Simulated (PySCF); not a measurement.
Constitutional and geometric isomers with formula C2H4B2. Gas-phase values, no solvent. One relaxed conformer stands for each flexible species; it need not be the lowest. Strings in code marks are SMILES.

Method: PBE-D3(BJ)/def2-TZVP // CAM-B3LYP-D3(BJ)/def2-TZVP (PySCF 2.14.0). All candidates: neutral, multiplicity 1. Excitations are Tamm–Dancoff values on a coarser integration grid. The basis has no diffuse functions, so Rydberg states are missing or too high.

* **LUMO**: -3.37 eV
* **brightest of the four lowest singlets (TDA)**: 6.02 eV
* **S1 excitation (TDA)**: 4.19 eV

### Question
Name which member has these values.
A. `C=BB=C`
B. `BC#CB`
C. `B=BC=C`
D. `[H]/B=C/C=B/[H]`

### Answer
B, `BC#CB`. The others give `C=BB=C`: -2.95 eV, 5.57 eV, 3.19 eV; `B=BC=C`: -4.94 eV, 4.57 eV, 2.51 eV; `[H]/B=C/C=B/[H]`: -2.43 eV, 4.69 eV, 2.07 eV
